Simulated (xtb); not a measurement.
Job for xtb: GFN-FF on C2H6FIn (SMILES C[CH2][InH][F]), a point of a torsion scan.

```
$ xtb mol.xyz --gfnff --sp --chrg 0 --uhf 0
10

C     -1.09299723     0.20463964    -0.70322160
C     -0.58893004    -0.22934350     0.65748930
In     1.63735109    -0.59048193     0.50784553
F      2.42397668     0.58669698    -0.87085731
H     -1.03430116    -0.61393680    -1.42216518
H     -2.13073416     0.53413975    -0.64057802
H     -0.49504677     1.03681739    -1.08276872
H     -0.71406329     0.55330711     1.40486981
H     -1.05477647    -1.14818076     1.00753467
H      2.93863589    -1.52082389     1.20710469
```

It printed:

```
[...]
           -------------------------------------------------
          |                Calculation Setup                |
           -------------------------------------------------



          ==================== Thresholds ====================
          CN  :   150.00000
          rep :   500.00000
          disp:  2500.00000
          HB1 :   250.00000
          HB2 :   450.00000

          Pauling EN used:
          Z : 1  EN :  2.20
          Z : 6  EN :  2.55
          Z : 9  EN :  3.98
          Z :49  EN :  1.78
          electric field strengths (au): 0.000

           -------------------------------------------------
          |           Force Field Initialization            |
           -------------------------------------------------

          distances ...
          ----------------------------------------
          generating topology and atomic info file ...
          pair mat ...
          computing topology distances matrix with Floyd-Warshall algo ...
          making topology EEQ charges ...
          #fragments for EEQ constrain: 1
          ----------------------------------------
          generating topology and atomic info file ...
          pair mat ...
          computing topology distances matrix with Floyd-Warshall algo ...
          making topology EEQ charges ...
          #fragments for EEQ constrain: 1
          rings ...
          # BATM   42
          # H in HB   1
          doing iterative Hueckel for 1 subsystem(s) ...

  atom   neighbors  erfCN metchar sp-hybrid imet pi  qest     coordinates
    1  C       4    3.52   0.00         3    0    0  -0.059   -2.065465    0.386713   -1.328896
    2  C       4    3.46   0.00         3    0    0  -0.048   -1.112916   -0.433396    1.242475
    3  In      3    2.79   0.12         2    1    0   0.159    3.094145   -1.115849    0.959689
    4  F       1    0.97   0.00         0    0    0  -0.313    4.580652    1.108697   -1.645682
    5  H       1    0.97   0.00         0    0    0   0.047   -1.954546   -1.160172   -2.687503
    6  H       1    0.97   0.00         0    0    0   0.047   -4.026504    1.009378   -1.210517
    7  H       1    0.97   0.00         0    0    0   0.047   -0.935503    1.959301   -2.046136
    8  H       1    0.97   0.00         0    0    0   0.047   -1.349384    1.045599    2.654819
    9  H       1    0.97   0.00         0    0    0   0.047   -1.993239   -2.169747    1.903965
   10  H       1    0.95   0.01         0    0    0   0.028    5.553217   -2.873941    2.281097

          #atoms :   10
          #bonds :   9
          #angl  :   15
          #tors  :   15
          #nmol  :   1
          #optfrag :   1
           -------------------------------------------------
          |                   G F N - F F                   |
          |          A general generic force-field          |
          |                  Version 1.0.3                  |
           -------------------------------------------------
          Number of HB bonds (bound hydrogen)     0
          Number of HB bonds (unbound hydrogen)   0
          Number of XB bonds                      0

 E+G (total)                   0 d,  0 h,  0 min,  0.000 sec
 distance/D3 list               ...        0 min,  0.000 sec (  0.919%)
 non bonded repulsion           ...        0 min,  0.000 sec ( 17.030%)
 dCN                            ...        0 min,  0.000 sec (  3.853%)
 EEQ energy and q               ...        0 min,  0.000 sec ( 11.713%)
 D3                             ...        0 min,  0.000 sec ( 14.008%)
 EEQ gradient                   ...        0 min,  0.000 sec (  6.773%)
 bonds                          ...        0 min,  0.000 sec (  9.580%)
Note: The following floating-point exceptions are signalling: IEEE_UNDERFLOW_FLAG IEEE_DENORMAL
normal termination of xtb
 bend and torsion               ...        0 min,  0.000 sec ( 16.311%)
 bonded ATM                     ...        0 min,  0.000 sec (  6.702%)
 HB/XB (incl list setup)        ...        0 min,  0.000 sec (  9.301%)

         :::::::::::::::::::::::::::::::::::::::::::::::::::::
         ::                     SUMMARY                     ::
         :::::::::::::::::::::::::::::::::::::::::::::::::::::
         :: total energy              -1.209545477465 Eh    ::
         :: gradient norm              0.034138278172 Eh/a0 ::
         ::.................................................::
         :: bond energy               -1.231312070852 Eh    ::
         :: angle energy               0.001807868772 Eh    ::
         :: torsion energy             0.000216475349 Eh    ::
         :: repulsion energy           0.053994776931 Eh    ::
         :: electrostat energy        -0.030095740395 Eh    ::
         :: dispersion energy         -0.003587931647 Eh    ::
         :: HB energy                  0.000000000000 Eh    ::
         :: XB energy                  0.000000000000 Eh    ::
         :: bonded atm energy         -0.000568855623 Eh    ::
         :: external energy            0.000000000000 Eh    ::
         :: add. restraining           0.000000000000 Eh    ::
         :: total charge               0.000000000000 e     ::
         :::::::::::::::::::::::::::::::::::::::::::::::::::::

           -------------------------------------------------
          |                Property Printout                |
           -------------------------------------------------

molecular dipole:
                 x           y           z       tot (Debye)
 q only:       -0.994      -0.522       0.611       3.249

           -------------------------------------------------
          | TOTAL ENERGY               -1.209545477465 Eh   |
          | GRADIENT NORM               0.034138278172 Eh/α |
           -------------------------------------------------
########################################################################
[WARNING] Runtime exception occurred
-1- gfnff_setup: Could not read topology file.
########################################################################

------------------------------------------------------------------------
------------------------------------------------------------------------
 total:
 SCF:
```

The run finished.

Cost: around 0.020 core-seconds (rough).
